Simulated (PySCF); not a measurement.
Job file and geometry (Å, from GFN2-xTB) of an NMR shielding run on SMILES [SiH2](O[C@H](CCF)[SiH3])F, C$_{3}$H$_{10}$F$_{2}$OSi$_{2}$, GIAO PBE0/pcSseg-1 NMR shielding, non-relativistic, gas phase in PySCF; density fitting, a coarse starting grid and PySCF grid level 2 are the driver's defaults:

```
$ OMP_NUM_THREADS=1 python probes_run.py task.json out

{"job": {"kind": "nmr", "xc": "PBE0", "basis": "pcSseg-1"}, "charge": 0, "multiplicity": 1}
F      1.554777    -0.895493    -2.121112
C      1.458619    -1.239650    -0.791006
C      1.216863     0.002925     0.053990
C     -0.120974     0.681753    -0.234538
Si    -0.233594     2.472348     0.434488
O     -1.202655     0.031347     0.418913
Si    -1.881088    -1.418092     0.427182
F     -0.934565    -2.465536     1.214577
H      0.640854    -1.960409    -0.713111
H      2.403563    -1.723929    -0.524559
H      1.251661    -0.281016     1.106111
H      2.021558     0.714009    -0.143149
H     -0.304440     0.644673    -1.315084
H     -1.577063     2.966018     0.143755
H      0.001399     2.419103     1.876363
H      0.790207     3.290227    -0.220833
H     -2.049075    -2.043530    -0.875048
H     -3.044804    -1.188431     1.251405
```

Question: Write the output of this run.

Answer: 
```
coarse grid: 15968 points
cycle   1  E = -973.3799741816  dE =  7.188e-01  |g| = 8.925e-01  |ddm| = 3.687e+00
cycle   2  E = -973.2147016988  dE =  1.653e-01  |g| = 1.348e+00  |ddm| = 1.576e+00
cycle   3  E = -973.5099348102  dE = -2.952e-01  |g| = 1.007e-01  |ddm| = 1.057e+00
cycle   4  E = -973.5113027907  dE = -1.368e-03  |g| = 5.883e-02  |ddm| = 1.156e-01
cycle   5  E = -973.5118783853  dE = -5.756e-04  |g| = 1.107e-02  |ddm| = 4.449e-02
cycle   6  E = -973.5118951763  dE = -1.679e-05  |g| = 3.739e-03  |ddm| = 8.874e-03
cycle   7  E = -973.5118979818  dE = -2.805e-06  |g| = 3.576e-04  |ddm| = 2.801e-03
final grid: 145616 points
cycle   8  E = -973.5813761168  dE = -3.653e-05  |g| = 1.072e-02  |ddm| = 2.483e-02
cycle   9  E = -973.5813508466  dE =  2.527e-05  |g| = 1.606e-02  |ddm| = 1.719e-02
cycle  10  E = -973.5813977731  dE = -4.693e-05  |g| = 1.204e-03  |ddm| = 1.051e-02
cycle  11  E = -973.5813980658  dE = -2.928e-07  |g| = 3.028e-04  |ddm| = 1.267e-03
cycle  12  E = -973.5813980836  dE = -1.781e-08  |g| = 9.884e-05  |ddm| = 3.096e-04
cycle  13  E = -973.5813980851  dE = -1.493e-09  |g| = 2.629e-05  |ddm| = 7.800e-05
cycle  14  E = -973.5813980852  dE = -1.073e-10  |g| = 5.336e-06  |ddm| = 2.531e-05
converged SCF energy = -973.5813980852

GIAO shielding tensors (ppm)
atom      isotropic    diamagn.    paramagn.     s11        s22        s33       span
  0 F      427.516     473.924     -46.408    382.880    435.994    463.673     80.793
  1 C      103.995     243.562    -139.567     68.723     83.743    159.519     90.796
  2 C      146.669     251.327    -104.658    133.571    148.846    157.592     24.021
  3 C      123.247     248.048    -124.801     88.780    105.328    175.634     86.854
  4 Si     412.108     879.827    -467.719    377.491    396.899    461.934     84.443
  5 O      261.551     399.484    -137.933    198.362    235.871    350.419    152.058
  6 Si     377.556     880.191    -502.635    359.423    384.881    388.363     28.941
  7 F      331.364     472.010    -140.646    244.299    344.053    405.739    161.439
  8 H       26.723      31.168      -4.445     21.940     26.583     31.646      9.706
  9 H       26.729      28.334      -1.604     22.272     26.840     31.076      8.804
 10 H       29.895      33.020      -3.125     27.293     28.614     33.779      6.486
 11 H       29.653      31.564      -1.911     24.344     29.671     34.945     10.601
 12 H       27.109      32.254      -5.145     24.440     26.437     30.449      6.010
 13 H       27.646      28.844      -1.198     24.078     25.983     32.879      8.801
 14 H       27.788      29.203      -1.415     24.694     26.568     32.104      7.409
 15 H       27.834      28.916      -1.082     24.279     25.884     33.339      9.061
 16 H       26.656      30.130      -3.474     23.892     24.113     31.962      8.070
 17 H       27.006      29.283      -2.277     22.592     24.901     33.526     10.934
```

Question: Turn these shieldings into chemical shifts. Referencing at the same level of theory: 19F (σref 170.95) against CFCl3; 13C (σref 186.93), 29Si (σref 349.16), 1H (σref 31.72) vs TMS; 17O (σref 336.08) vs H2O.

Answer: Averaging equivalent atoms: F 7: -160.4; F 0: -256.6; C 1: 82.9; C 3: 63.7; C 2: 40.3; Si 6: -28.4; Si 4: -63.0; O 5: 74.5; H 16: 5.06; H 8: 4.99; H 9: 4.99; H 17: 4.71; H 12: 4.61; H 13/14/15: 3.96; H 11: 2.06; H 10: 1.82 ppm. Unscaled 19F shifts against computed CFCl3 carry errors that often reach 10 to 50 ppm. Experimental scales use liquid or dissolved standards, which lie at an offset from isolated H2O (liquid H2O: subtract about 36 ppm).

Size and cost of the density-fitted run: 200 basis functions, 63 s wall time on 1 thread of an Arm Neoverse N1, shared host; peak memory 0.9 GiB.
